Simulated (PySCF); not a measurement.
A calculated (UHF, PySCF 2.14, def2-TZVPPD, no relativity, point nucleus) atom or ion has these occupied shells.

| shell | electrons | orbital energy (eV) | rms radius, mean of both spins (bohr) |
| --- | --- | --- | --- |
| 1s α | 1 | -7138.6 | 0.0685 |
| 1s β | 1 | -7138.3 | 0.0685 |
| 2s α | 1 | -898.23 | 0.292 |
| 2s β | 1 | -893.41 | 0.292 |
| 2p α | 3 | -775.01 | 0.262 |
| 2p β | 3 | -770.39 | 0.262 |
| 3s α | 1 | -145.74 | 0.872 |
| 3s β | 1 | -132.66 | 0.872 |
| 3p α | 3 | -107.68 | 0.924 |
| 3p β | 3 | -92.243 | 0.924 |
| 3d α | 5 | -45.280 | 1.09 |
| 4s α | 1 | -25.743 | 2.71 |

Name the element and its charge.

Fe²⁺ (iron, charge +2), in [Ar] 3d5 4s1, high-spin 7S determinant (an excited configuration).
